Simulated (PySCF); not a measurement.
B3LYP has the VWN-RPA correlation part, as in Gaussian. Excitations are Tamm–Dancoff values on a coarser integration grid. The basis has no diffuse functions, so Rydberg states are missing or too high.

Species: H6BN3, SMILES `NB(N)N` (charge 0, multiplicity 1).

Estimate the LUMO, brightest of the four lowest singlets (TDA) and S1–T1 gap (TDA) that B3LYP-D3(BJ)/def2-TZVP in PySCF returns for this input.


The LUMO is 0.51 eV, the brightest of the four lowest singlets (TDA) is 6.86 eV and the S1–T1 gap (TDA) is 0.27 eV.
